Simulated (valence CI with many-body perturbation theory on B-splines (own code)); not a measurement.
The numbers below are computed, except where a source is named.
# Pr⁴⁵⁺: what each term of the Hamiltonian does

Method: valence CI with perturbative core correlation (CI+MBPT): four valence electrons over a frozen Dirac-Fock core [Ne], radial functions for each j: 11 s, 11 p, 9 d, 7 f, 5 g, 2 h, 1 i, with the one-electron correlation potential Σ1 (screened to all orders), the two-electron term Σ2, the three-electron term Σ3, Breit, model QED; selected single and double excitations, second order for the rest (own B-spline code, finite nucleus).

No measured spectrum was set against this ion. As an estimate, large intervals hold to a few tenths of a per cent, small ones and those within an open d or f shell to about a per cent.

Each rung adds one term. CI alone is the Dirac-Coulomb CI over the frozen core; QED comes last and gives the full result, which names the levels. Energies are above (3s^2 3p1/2^2) J=0 on the same rung, in Ry.

Levels are named by their leading jj configuration (3d3/2^4 stands for four electrons in 3d with j = 3/2), which in mixed levels can hold well under half, so a name can repeat and another be missing. Letters in brackets count levels of one name in rising energy.

| Level | CI alone | Σ1 | Σ2 | Σ3 | Breit | QED | Full |
| --- | --- | --- | --- | --- | --- | --- | --- |
| (3s^2 3p1/2 3p3/2) J=1 | 8.521 | +0.0075 | +0.0066 | +0.0013 | -0.1242 | +0.0144 | 8.427 |
| (3s^2 3p1/2 3p3/2) J=2 | 9.069 | +0.0076 | +0.0044 | +0.0003 | -0.1416 | +0.0144 | 8.954 |
| (3s 3p1/2^2 3p3/2) J=2 | 17.197 | -0.0093 | +0.0055 | +0.0047 | -0.0192 | -0.1260 | 17.053 |
| (3s^2 3p3/2^2) J=2 | 17.965 | +0.0150 | +0.0111 | +0.0007 | -0.2556 | +0.0276 | 17.763 |
| (3s 3p1/2^2 3p3/2) J=1 | 18.826 | -0.0091 | -0.0110 | +0.0030 | -0.0258 | -0.1140 | 18.669 |
| (3s^2 3p3/2^2) J=0 | 19.094 | +0.0151 | +0.0065 | -0.0016 | -0.2375 | +0.0273 | 18.904 |
| (3s^2 3p1/2 3d3/2) J=2 | 20.764 | -0.0077 | -0.0087 | -0.0018 | -0.1821 | -0.0085 | 20.555 |
| (3s^2 3p1/2 3d3/2) J=1 | 23.044 | -0.0079 | -0.0514 | -0.0090 | -0.1460 | -0.0263 | 22.804 |
| (3s^2 3p1/2 3d5/2) J=2 | 23.535 | -0.0012 | -0.0102 | -0.0011 | -0.2140 | -0.0261 | 23.283 |
| (3s^2 3p1/2 3d5/2) J=3 | 23.766 | -0.0009 | -0.0132 | -0.0037 | -0.2558 | -0.0093 | 23.483 |
| (3s 3p1/2 3p3/2^2) J=2 [a] | 25.842 | -0.0020 | -0.0066 | +0.0005 | -0.1483 | -0.0922 | 25.593 |
| (3s 3p1/2 3p3/2^2) J=3 | 26.562 | -0.0016 | +0.0030 | +0.0027 | -0.1755 | -0.0999 | 26.291 |
| (3s 3p1/2 3p3/2^2) J=0 | 27.123 | -0.0018 | +0.0081 | +0.0033 | -0.1291 | -0.1035 | 26.900 |
| (3s 3p1/2 3p3/2^2) J=1 [a] | 27.853 | -0.0016 | -0.0047 | +0.0026 | -0.1505 | -0.1003 | 27.599 |
| (3s 3p1/2 3p3/2^2) J=2 [b] | 28.058 | -0.0015 | -0.0140 | +0.0024 | -0.1764 | -0.0876 | 27.781 |
| (3s 3p1/2 3p3/2^2) J=1 [b] | 28.630 | -0.0020 | -0.0335 | +0.0007 | -0.1300 | -0.1137 | 28.352 |
| (3s 3p1/2^2 3d3/2) J=1 | 29.602 | -0.0246 | -0.0129 | -0.0004 | -0.0418 | -0.1514 | 29.371 |
| (3s 3p1/2^2 3d3/2) J=2 | 29.972 | -0.0244 | -0.0158 | -0.0012 | -0.0550 | -0.1515 | 29.724 |
| (3s^2 3p3/2 3d3/2) J=3 | 31.447 | 0.0000 | -0.0313 | -0.0075 | -0.3125 | +0.0012 | 31.097 |

The middle columns are the shifts that each term adds.

(1) How does the ionisation energy move along the ladder, and which term matters most?

Answers

(1) CI alone 3734.2, + Σ1 3735.2, + Σ2 3735.2, + Σ3 3735.0, + Breit 3730.7, + QED 3730.8 eV. The largest step is Breit, -4.3 eV. NIST lists 3729 ± 4 eV (theoretical).
